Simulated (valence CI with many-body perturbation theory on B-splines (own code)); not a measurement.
Tm⁵⁵⁺: key properties

Calculated by configuration interaction combined with many-body perturbation theory (CI+MBPT): four valence electrons over a frozen Dirac-Fock core [Ne], a basis of 11 s, 11 p, 10 d, 8 f, 5 g, 2 h functions for each j, with the one-electron correlation potential Σ1 (screened to all orders), the two-electron term Σ2, the three-electron term Σ3, Breit, model QED; selected single and double excitations, second order for the rest, scaled by the run's own slope (own B-spline code, finite nucleus).

The last digits are not significant, and no measured levels were compared; by estimate large intervals hold to a few tenths of a per cent, small ones and those within an open d or f shell to about a per cent. Among the levels kept, up to 570 cm⁻¹ of a level comes from second order outside the variational space, and about a tenth of that is noise between levels of different J, which matters for small intervals.

Levels are named by their leading jj configuration (3d3/2^4 stands for four electrons in 3d with j = 3/2), which in mixed levels can hold well under half, so a name can repeat and another be missing.

Rates and lifetimes use the calculated energies. Strong lines usually hold to 10 to 20 %, long lifetimes can be off by a factor of two.

(1) What is the ground level?

(2) Name the longest-lived excited levels whose lifetime is computed, and their main decay.

(3) Where does the other parity begin?

(4) How well does LS coupling describe the low levels?

(5) What is the ionisation energy?

Answers

(1) (3s^2 3p1/2^2) J=0, composition 69 % 3s²3p² ³P + 30 % 3s²3p² ¹S.

(2) (3s^2 3p1/2 3p3/2) J=2 at 2062.0 × 10³ cm⁻¹ lives 828 ns, mostly by E2 to (3s^2 3p1/2^2) J=0; (3s^2 3p1/2 3p3/2) J=1 at 1992.3 × 10³ cm⁻¹ lives 10.3 ns, mostly by M1 to (3s^2 3p1/2^2) J=0; (3s^2 3p3/2 3d5/2) J=4 at 6178.5 × 10³ cm⁻¹ lives 7.91 ns, mostly by M1 to (3s^2 3p1/2 3d5/2) J=3.

(3) At (3s 3p1/2^2 3p3/2) J=2, 3206.5 × 10³ cm⁻¹.

(4) Among the lowest 20 levels the leading LS term, summed over configurations, holds 58 % on average. For single configurations the figures are 55 % in LS and 93 % in jj coupling. Terms mix most in the J = 2 level at 5540.0 × 10³ cm⁻¹, where the leading one holds 29 %.

(5) 5529.6 eV; NIST lists 5527 ± 5 eV (theoretical).
